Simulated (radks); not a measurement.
The oxygen ion O3+, 5 electrons, occupied as [He] 2s2 2p1 (the NIST ground configuration). Calculated with a radial shooting solver on a logarithmic mesh with Libxc functionals: non-relativistic Kohn-Sham, PBE, spin-unpolarised, spherical densities, point nucleus.

Normalised radial functions P(r) = r R(r), r in bohr:

```
   r/bohr * 1s, o 2p (the largest magnitude, 2.01, reaches the edge; | marks zero, & curves that meet)
 0.006275 o      *
 0.006908 o       *
 0.007665 o        *
 0.008437 o        *
 0.009362 o         *
  0.01031 o          *
  0.01143 o           *
  0.01259 o            *
  0.01397 o              *
  0.01537 o               *
  0.01706 o                 *
  0.01878 o                  *
  0.02083 o                    *
  0.02293 o                      *
  0.02525 o                       *
  0.02801 o                         *
  0.03083 o                           *
  0.03421 |o                             *
  0.03766 |o                               *
  0.04179 |o                                 *
    0.046 |o                                    *
  0.05104 |o                                      *
  0.05618 |o                                        *
  0.06234 | o                                          *
  0.06862 | o                                            *
  0.07614 | o                                              *
  0.08382 |  o                                               *
  0.09226 |  o                                                *
   0.1024 |   o                                                 *
   0.1127 |    o                                                 *
    0.125 |    o                                                 *
   0.1376 |     o                                                *
   0.1527 |      o                                              *
   0.1681 |       o                                            *
   0.1865 |         o                                        *
   0.2053 |          o                                     *
   0.2278 |           o                                 *
   0.2508 |             o                           *
   0.2761 |              o                       *
   0.3063 |                o                *
   0.3372 |                  o          *
   0.3741 |                    o   *
   0.4118 |                    *o
    0.457 |                *      o
    0.503 |            *           o
   0.5582 |         *               o
   0.6144 |      *                   o
   0.6817 |    *                      o
   0.7504 |  *                       o
   0.8327 | *                        o
   0.9166 |*                        o
    1.009 |*                      o
    1.119 *                     o
    1.232 *                   o
    1.367 *                o
    1.505 *              o
     1.67 *           o
    1.838 *        o
     2.04 *      o
    2.245 *    o
    2.491 *  o
    2.743 * o
    3.043 *o
     3.35 *o
```

1s: eigenvalue -586.36 eV, 0 radial nodes, <r> = 0.199 bohr, 90 % of the charge inside 0.357 bohr. 2p: eigenvalue -64.956 eV, 0 radial nodes, <r> = 0.920 bohr, 90 % of the charge inside 1.51 bohr.
